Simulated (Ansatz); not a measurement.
Rh₃, relaxed as a doublet with UKS r2SCAN-D4/def2-TZVP in Ansatz, starting from the GFN2-xTB geometry. Force threshold 0.02 eV/Å.

In the def2 sets Rh takes a core potential; there is no spin–orbit coupling. The charge 0 doublet is spin-contaminated (final ⟨S²⟩ up to 1.95, 0.75 for a pure state). The relaxation made no stability test and no search for a lower SCF solution. At r2SCAN-D4/def2-TZVP a sextet of charge 0 lies 0.38 eV below the doublet, each at its own geometry. The structure comes from a short search, and lower isomers may exist.

Start:

Cartesian coordinates in Å:
```
Rh -0.807 -1.133 -0.012
Rh 0.259 0.683 -1.184
Rh 0.549 0.451 1.197
```

Q: Estimate the energy that the relaxation releases and the steps that it takes.

A: 3.5 kJ/mol, in 4 steps; 29 s on 4 threads of Arm Neoverse V1 on a shared host. The force fell under the threshold at step 3, but the optimiser went on. No frequencies were taken in this run, so the end may be a saddle point.

Q: Does the start keep its bonding?

A: By distances, no bond broke or formed. The bond that changes most is Rh2–Rh3, from 2.41 to 2.36 Å (atoms count from 1).

Q: Predict the relaxed structure.

A: 
```csv
atom,x (Å),y (Å),z (Å)
Rh1,-0.794,-1.115,-0.012
Rh2,0.255,0.671,-1.158
Rh3,0.539,0.444,1.170
```
Bond lengths (bridged metal pairs left out): 3 × Rh–Rh 2.36 to 2.37 Å.
